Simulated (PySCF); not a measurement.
Fractional electron number in P⁺ (phosphorus, charge +1)

The 3p alpha orbital of [Ne] 3s2 3p2 is emptied in steps (occupation f), with all orbitals relaxed, ending at [Ne] 3s2 3p1. All numbers are calculated (PySCF 2.14, scalar relativity by spin-free X2C-1e, in x2c-TZVPall). The exact energy is a straight line in f; departures are measured from the line between the end points of the same method.

```csv
f,UHF (eV),LDA (eV),PBE (eV),PBE0 (eV),r2SCAN (eV),LC-wPBE (eV),BHandHLYP (eV),wB97X (eV),HSE06 (eV),r2SCAN0 (eV)
1,0.000,0.000,0.000,0.000,0.000,0.000,0.000,0.000,0.000,0.000
0.75,0.104,-0.923,-0.900,-0.652,-0.842,-0.126,-0.416,-0.185,-0.727,-0.611
0.5,0.136,-1.235,-1.198,-0.865,-1.110,-0.161,-0.552,-0.239,-0.966,-0.804
0.25,0.100,-0.927,-0.894,-0.643,-0.816,-0.114,-0.412,-0.173,-0.719,-0.590
0,0.000,0.000,0.000,0.000,0.000,0.000,0.000,0.000,0.000,0.000
```

Question: For PBE0, how does the orbital energy at f = 1 compare with the removal energy?

Answer: −ε = 16.327 eV against a total-energy difference of 19.810 eV. By Janak's theorem ε = ∂E/∂f, so the gap between them reflects the curvature. Along the path −ε is 18.080 (f = 0.75), 19.832 (f = 0.5), 21.552 (f = 0.25) eV.

| method | E(f=0) − E(f=1) (eV) | −ε at f=1 (eV) | −ε at f=0.5 (eV) |
| --- | --- | --- | --- |
| UHF | 19.151 | 19.717 | 19.140 |
| LDA | 19.811 | 14.914 | 19.798 |
| PBE | 19.777 | 14.983 | 19.792 |
| PBE0 | 19.810 | 16.327 | 19.832 |
| r2SCAN | 19.927 | 15.408 | 19.991 |
| LC-wPBE | 19.935 | 19.248 | 19.965 |
| BHandHLYP | 19.606 | 17.387 | 19.615 |
| wB97X | 19.666 | 18.663 | 19.699 |
| HSE06 | 19.797 | 15.910 | 19.818 |
| r2SCAN0 | 19.903 | 16.617 | 19.956 |

Reference removal energy between the ground levels: 19.769 eV (semi-empirical (NIST evaluation); NIST Atomic Spectra Database, ionization energies). The calculation has no spin-orbit coupling. UHF lacks correlation.
